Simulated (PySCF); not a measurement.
# Electron correlation in Ho⁵⁵⁺ (holmium, charge +55)

[Ne] 3s2, closed-shell 1S. Computed with PySCF 2.14 in an even-tempered Gaussian basis (17 s from 14 bohr⁻², ratio 2.5; 12 p from 18 bohr⁻², ratio 2.5; 4 d from 67 bohr⁻², ratio 2.7; 4 f from 100 bohr⁻², ratio 2.7), with the spin-free X2C one-electron Hamiltonian (Gaussian nucleus). Frozen: 1s2; 10 electrons correlated; the 20 highest virtual orbitals of each spin left out.

| level | correlation energy (mhartree) |
| --- | --- |
| CCSD | -493.49 |
| (T) | -0.48 |
| CCSD(T) | -493.97 |

Diagnostics: T1 = 0.00013, D1 = 0.0004, largest double amplitude 0.039.

Cost of the coupled-cluster step: of the order of 2.1 core-seconds, for 10 correlated electrons.

Iterations:

```
CC2 = 0
CCSD nocc = 5, nmo = 80
frozen orbitals [0, 81, 82, 83, 84, 85, 86, 87, 88, 89, 90, 91, 92, 93, 94, 95, 96, 97, 98, 99, 100]
max_cycle = 100
direct = 0
conv_tol = 1e-08
conv_tol_normt = 1e-06
diis_space = 8
diis_start_cycle = 0
Init t2, MP2 energy = -9294.3322336947  E_corr(MP2) -0.475227306405573
Init E_corr(CCSD) = -0.47522730640557
cycle = 1  E_corr(CCSD) = -0.489907242396592  dE = -0.014679936  norm(t1,t2) = 0.00976077
cycle = 2  E_corr(CCSD) = -0.492757921074746  dE = -0.00285067868  norm(t1,t2) = 0.00201405
cycle = 3  E_corr(CCSD) = -0.493487804020386  dE = -0.000729882946  norm(t1,t2) = 0.000420215
cycle = 4  E_corr(CCSD) = -0.493487752862347  dE = 5.1158039e-08  norm(t1,t2) = 1.66955e-06
cycle = 5  E_corr(CCSD) = -0.493487755255111  dE = -2.39276454e-09  norm(t1,t2) = 4.7515e-09
CCSD converged
E(CCSD) = -9294.350494143551  E_corr = -0.4934877552551114
CCSD(T) correction = -0.000484848760632768
```

At this charge the one-electron X2C treatment keeps the bare 1/r₁₂, with no two-electron picture change or Breit term. The effect here is smaller than on the frozen 1s shell; and a scalar Hamiltonian misses the large spin-orbit splitting of the p shells, which matters for ns² → np² pairs.
